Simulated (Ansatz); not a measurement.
A run for Ansatz (a first-principles code): U-HF/def2-TZVPP on AsF2 (SMILES F[As]F), 2S+1 = 2, atoms moved off the minimum.

Ansatz 0.2 input:
```yaml
crystal:
  periodic: [false, false, false]
  atoms:
    - {symbol: F, position_ang: [-1.26686040, -0.80934922, 0.02768386]}
    - {symbol: As, position_ang: [-0.00465242, 0.39704428, 0.01041878]}
    - {symbol: F, position_ang: [1.33707950, -0.70583552, -0.03401257]}
basis:
  gaussian:
    orbitals: def2-TZVPP
hamiltonian:
  xc: {name: HF}
magnetization: {spin_polarized: true, initial_magnetization: 1}
output: {forces: true}
```

Program output:

```
Functional definition: HF
[...]
integrals: 0.03 GiB planned
852 factors; their error is unknown
mean field: 0.33 GiB planned
mean field evaluation 1: about -66207.1981 eV, gradient 2.6e1 eV
mean field evaluation 2: about -66208.6106 eV, gradient 1.9e1 eV
mean field evaluation 4: about -66209.6233 eV, gradient 7.8e-1 eV
mean field evaluation 8: about -66209.6331 eV, gradient 4.8e-2 eV
mean field evaluation 16: about -66210.7341 eV, gradient 1.8e-5 eV
mean field -66210.73413902 eV, -2433.1996003615 hartree, gradient 1.8e-5 eV, S^2 0.771506; 0 other end points of the search recorded, 0 dependent functions left out
the calculation of the forces begins
reference -66210.73413902 eV, -2433.1996003615 hartree; 26, 25 occupied and 84, 85 virtual orbitals, 852 factors
Total energy: -66210.73413902 eV, -2433.1996003615 hartree
Atom 0 at    -1.266860    -0.809349     0.027684 Å, force     1.117559     0.916503    -0.016944 eV/Å
Atom 1 at    -0.004652     0.397044     0.010419 Å, force    -0.090889    -1.617758    -0.015494 eV/Å
Atom 2 at     1.337079    -0.705836    -0.034013 Å, force    -1.026670     0.701255     0.032438 eV/Å
Dipole moment:    -0.011060     0.549812     0.006278 e Å
```

The calculation finished and met its thresholds.

Cost: around 2.0 core-seconds (rough).
